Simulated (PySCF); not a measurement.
# One molecule, several mistakes: AlBCH4N

All numbers below are calculated, not measured. The program is PySCF 2.14.0, an open-source quantum chemistry code, run on an isolated molecule that a program drew, which may never have been made. The molecule is AlBCH4N (charge 0, doublet), drawn as the SMILES string `[CH2][AlH][B]=N`.

Each row is a Hartree-Fock (HF) and frozen-core CCSD(T) single point in the cc-pV(D+d)Z basis, meant for a local HF minimum. Run 1 is clean. Each other run has one planted mistake out of seven kinds, and not every kind appears here: one electron removed, one electron added, multiplicity raised by two, geometry at a saddle point, minimal basis STO-3G, one bond length entered in bohr, all coordinates scaled. The reference is restricted for singlets and unrestricted otherwise, and also for a bond in bohr. Adding or removing an electron swaps singlet and doublet. Electrons count all cores. HOMO and LUMO are orbital energies over both spins, the gradient is its largest component, and the lowest frequency (negative if imaginary) is given only where the gradient is small. Bond lengths are over the 7 bonds as drawn. T1 is the CCSD diagnostic: over 0.02 (restricted) or 0.045 (unrestricted) a single reference is doubtful.

Geometry of the clean run:
```xyz
8
AlBCH4N, angstrom
C    -1.5386   -0.7833    1.9433
Al   -0.7327   -0.2049    0.2891
B    -0.5098    1.8651   -0.1066
N    -0.3806    3.0698   -0.3357
H    -1.6862   -1.8287    2.2141
H    -1.9002   -0.1072    2.7178
H    -0.2416   -1.2731   -0.7650
H    -0.2762    4.0321   -0.5218
```

```
run  electrons  basis functions  <S^2>  HOMO (eV)  LUMO (eV)  gradient (hartree/bohr)  lowest frequency (cm^-1)  mean bond (Å)  longest bond (Å)      T1  HF (hartree)  CCSD(T) (hartree)                          mistake
  1         35               85  0.758     -10.51       0.45                  2.9e-05                       122         1.4322             2.119  0.0165    -361.22595         -361.70028                         no fault
  2         35               85  1.675      -8.08       0.32                  2.6e-02                         -         1.6774             3.645  0.0270    -361.11390         -361.55951  one bond length entered in bohr
  3         36               85  0.000      -1.32       7.00                  4.8e-02                         -         1.4322             2.119  0.0200    -361.21754         -361.74243               one electron added
  4         35               85  0.756     -10.68       0.60                  2.0e-01                         -         1.3048             1.931  0.0132    -361.14571         -361.60471                                ?
  5         34               85  0.000     -14.98      -7.53                  6.7e-02                         -         1.4322             2.119  0.0207    -360.89949         -361.35712                                ?
```

**Which mistake was planted in run 4, and what did it cost?**

The mean and the longest bond both change by the same factor, 0.911, and the gradient is no longer small. So the mistake is: all coordinates scaled. Subtracting run 1 and multiplying by 627.51 kcal/mol a hartree, the energy moved by 50.4 kcal/mol in HF and 60.0 kcal/mol in CCSD(T).

**Which mistake was planted in run 5, and what did it cost?**

It counts 34 electrons, one fewer than the clean run, at the same geometry and basis. So the mistake is: one electron removed. Subtracting run 1 and multiplying by 627.51 kcal/mol a hartree, the energy moved by 204.9 kcal/mol in HF and 215.3 kcal/mol in CCSD(T).

Cautions from the logs. Run 5: T1 is over the limit, so its CCSD(T) energy is less reliable.
